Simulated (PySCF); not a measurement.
Mo(NH)(F)2(OH)2 (F₂H₃MoNO₂), SMILES [NH]=[Mo]([OH])([OH])([F])[F], multiplicity 1. The structure is a stationary point at B3LYP-D3(BJ)/def2-SVP. The spin state was assumed, not searched. The structure was generated by enumeration; whether it is a known compound was not checked. The def2 effective core potentials stand for the cores of Mo; spin–orbit coupling is left out. The values are those of a single conformer.

Computed equilibrium geometry at B3LYP-D3(BJ)/def2-SVP (PySCF confirms it by a frequency run) as bond lengths and angles (one conformer of several):
Atoms: Mo1 N2 H3 F4 F5 O6 H7 O8 H9. Bonded distances (Å): Mo1–N2 1.701, Mo1–F4 1.866, Mo1–F5 1.902, Mo1–O6 1.898, Mo1–O8 1.871, N2–H3 1.019, O6–H7 0.969, O8–H9 0.968. Angles (°): N2–Mo1–F4 101.6, N2–Mo1–F5 97.7, N2–Mo1–O6 113.9, N2–Mo1–O8 109.1, F4–Mo1–F5 159.7, F4–Mo1–O6 84.7, F4–Mo1–O8 91.9, F5–Mo1–O6 81.6, F5–Mo1–O8 87.8, O6–Mo1–O8 136.6, Mo1–N2–H3 163.7, Mo1–O6–H7 118.0, Mo1–O8–H9 125.7.
